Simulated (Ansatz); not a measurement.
A set of 12 reactions (ligand exchange), with CCSD(T)/CBS values in kJ/mol:

```json
{"reaction": "`CS[AsH2]` + `N[SiH3]` → `[SiH3]N[AsH2]` + CH₃SH", "ΔE": "46.6"}
{"reaction": "`[SiH3]C1N=[C]1[ZnH]` + CH₃OH → `C[O][ZnH]` + `[SiH3]C1C=N1`", "ΔE": "-14.2"}
{"reaction": "`B[SiH2]C[SiH3]` + `N[SiH2]F` → `B[SiH2]N[SiH2]F` + `C[SiH3]`", "ΔE": "-44.5"}
{"reaction": "`[SiH3][SiH](S)[AsH2]` + CH₃SH → `CS[AsH2]` + `[SiH3][SiH2]S`", "ΔE": "24.4"}
{"reaction": "`FBN([SiH3])[SiH3]` + `[OH][GeH]` → `[SiH3][O][GeH]` + `FBN[SiH3]`", "ΔE": "-45.1"}
{"reaction": "`C[SiH](Cl)S[SiH2]Cl` + `S[Si](Cl)(Cl)Cl` → `Cl[SiH2]S[Si](Cl)(Cl)Cl` + `C[SiH](S)Cl`", "ΔE": "3.7"}
{"reaction": "`B[SiH2]O` + `OBF` → `O[SiH2]OBF` + BH₃", "ΔE": "-131.1"}
{"reaction": "`N[SiH2]N` + HI → `N[SiH2]I` + NH₃", "ΔE": "-38.9"}
{"reaction": "`C[SiH2]C1N=CO1` + NH₃ → `C[SiH2]N` + `C1=NCO1`", "ΔE": "-48.7"}
{"reaction": "`C=C(Cl)[TeH]` + PH₃ → `P[TeH]` + `C=CCl`", "ΔE": "-67.9"}
{"reaction": "`[SiH3][SiH2][NH][GeH3]` + HCl → `[SiH3][SiH2]Cl` + `[NH2][GeH3]`", "ΔE": "-38.7"}
{"reaction": "`[CH3][Zn][PH2]` + `N=CO` → `[CH3][Zn][O]C=N` + PH₃", "ΔE": "3.4"}
```

Program: Ansatz. Geometries: PBE0-D4/def2-TZVP. ΔE: electronic, gas phase. CCSD(T)/CBS is the MP2 limit (def2-TZVPP, def2-QZVPP) plus CCSD(T) − MP2 in def2-TZVPP, frozen cores. This one scheme is used for every species. Functionals use def2-TZVPP. def2 core potentials past Kr. For As, Ge, I, Te, Zn outer-core shells are correlated without core-valence functions, which leaves a few kJ/mol of doubt a bond. Scalar relativity is left out up to krypton. Each species was taken in one conformer, which may not be the lowest.

Question: Give the mean, mean absolute and largest difference (level minus CCSD(T)/CBS, kJ/mol) for: PBE-D4, PBE0-D4, ωB97X-V, B2PLYP, r2SCAN, PBE0, HF/def2-TZVPP, MP2/def2-TZVPP, SCS-MP2/def2-TZVPP, CCSD/def2-TZVPP, HF/def2-QZVPP, MP2/def2-QZVPP, SCS-MP2/def2-QZVPP, CCSD/CBS(def2). (Estimate.)

Answer: Ansatz gave: 
```
             level  mean  mean absolute  largest
            PBE-D4   3.6            6.3     26.1
           PBE0-D4   2.4            5.2     16.4
           ωB97X-V  -0.9            2.2      4.4
            B2PLYP  -2.3            3.4     -6.9
            r2SCAN  -0.7            3.6      7.1
              PBE0   1.6            6.2     18.0
     HF/def2-TZVPP  -7.9           11.4    -23.1
    MP2/def2-TZVPP  -0.2            2.5     -8.4
SCS-MP2/def2-TZVPP  -1.9            4.4    -10.2
   CCSD/def2-TZVPP  -0.3            3.5      9.2
     HF/def2-QZVPP  -8.8           12.3    -23.8
    MP2/def2-QZVPP  -0.9            2.0     -9.4
SCS-MP2/def2-QZVPP  -2.6            3.4    -11.0
    CCSD/CBS(def2)  -1.0            1.8     -4.0
```

The largest T1 diagnostic in the set is 0.017, for `C[O][ZnH]` (customary mark 0.02).

CCSD(T)/CBS is a level of theory with its own doubt, and the functionals carry their triple-zeta basis error, so these figures describe this set and don't rank the functionals.
